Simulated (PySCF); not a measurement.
formamide (CH3NO), singlet, at a GFN2-xTB geometry. Base run: PBE/6-311G** (PySCF).

The PySCF input:
```python
from pyscf import gto, scf, dft

mol = gto.M(
    atom='''
N    -1.05641616    0.21385327    0.11334147
C     0.27617595    0.30708658   -0.05688787
O     1.03166666   -0.62674585   -0.07930566
H    -1.46659335   -0.69896438    0.23212765
H    -1.65672911    1.01799139    0.12649041
H     0.60784657    1.35544742   -0.17623582
''',
    basis='6-311g**',
    verbose=4,
)

mf = dft.RKS(mol)
mf.xc = 'pbe'
mf.kernel()
mf.analyze()
```

Variants of this job, named by their change:

| change | ΔE vs base (mEh) | SCF cycles | outcome |
|---|---|---|---|
| base | 0.000 | 11 | converged |
| level_shift = 0.1 (with mf.max_cycle = 100) | 0.000 | 10 | converged |
| solver = newton; init_guess = 1e | 0.000 | - | converged |
| conv_tol = 1e-4 | 0.006 | 7 | converged |
| diis = off (with mf.max_cycle = 100) | - | 100 | not converged |
| diis_space = 2 | 0.000 | 47 | converged |
| diis = off; damp = 0.6 (with mf.diis_start_cycle = 200; with mf.max_cycle = 150) | 0.000 | 25 | converged |
| init_guess = huckel | 0.000 | 12 | converged |
| level_shift = 0.5 (with mf.max_cycle = 100) | 0.000 | 22 | converged |
| level_shift = 0.3 (with mf.max_cycle = 100) | 0.000 | 15 | converged |
| diis_space = 20 | 0.000 | 11 | converged |
| init_guess = sap | 0.000 | 13 | converged |
| diis_space = 12 | 0.000 | 11 | converged |
